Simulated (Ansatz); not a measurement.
The same ligand exchange along the group B, Al, Ga, In.

Computed with Ansatz on PBE0-D4/def2-TZVP structures; ΔE is electronic, products minus reactants. CBS: MP2 limit from def2 TZ/QZ plus the TZ coupled-cluster correction, frozen cores. This one scheme is used for every species. DFT in def2-TZVPP. Elements past krypton have def2 core potentials. For Ga, In outer-core shells are correlated without core-valence functions, which leaves a few kJ/mol of doubt a bond. Scalar relativity is left out up to krypton. One conformer a species, not always the lowest.

```csv
reaction,PBE0-D4 (kcal/mol),B2PLYP (kcal/mol),CCSD(T)/CBS(def2) (kcal/mol)
`COB(Cl)Cl` + CH₃NH₂ → `CNB(Cl)Cl` + CH₃OH,-0.7,0.6,-0.2
`C[O][Al]([Cl])[Cl]` + CH₃NH₂ → `C[NH][Al]([Cl])[Cl]` + CH₃OH,8.0,9.4,8.6
`C[O][Ga]([Cl])[Cl]` + CH₃NH₂ → `C[NH][Ga]([Cl])[Cl]` + CH₃OH,0.8,2.0,0.5
`C[O][In]([Cl])[Cl]` + CH₃NH₂ → `C[NH][In]([Cl])[Cl]` + CH₃OH,1.2,2.2,1.3
```

Largest T1 diagnostic: 0.015, for `C[O][In]([Cl])[Cl]`.
